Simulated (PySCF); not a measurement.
C4H6O, SMILES O=CC1CC1. Geometry optimised at PBE-D3(BJ)/def2-SVP. One conformer was computed; it need not be the lowest.

Computed with PBE-D3(BJ)/def2-SVP (PySCF 2.14.0).

Harmonic wavenumbers (cm⁻¹): 113, 245, 294, 666, 769, 801, 804, 817, 983, 1005, 1013, 1042, 1057, 1070, 1152, 1188, 1332, 1367, 1374, 1425, 1768, 2797, 3065, 3066, 3109, 3164, 3174. Rotational constants (GHz): 11.30, 3.951, 3.798; symmetry number 1.

Work out the zero-point energy and the ideal-gas rigid-rotor harmonic-oscillator thermochemistry at 298.15 K and 1 atm.

ZPE = ½ Σ hcν = ½ × 38660 cm⁻¹ = 55.27 kcal/mol. H − E(el) = 59.11 kcal/mol. Entropy in cal/(mol K): translation 38.66, rotation 25.05, vibration 8.30, total 72.01. G − E(el) = 37.64 kcal/mol. Cp = 19.89 cal/(mol K). Modes under 150 cm⁻¹ make the vibrational entropy uncertain.
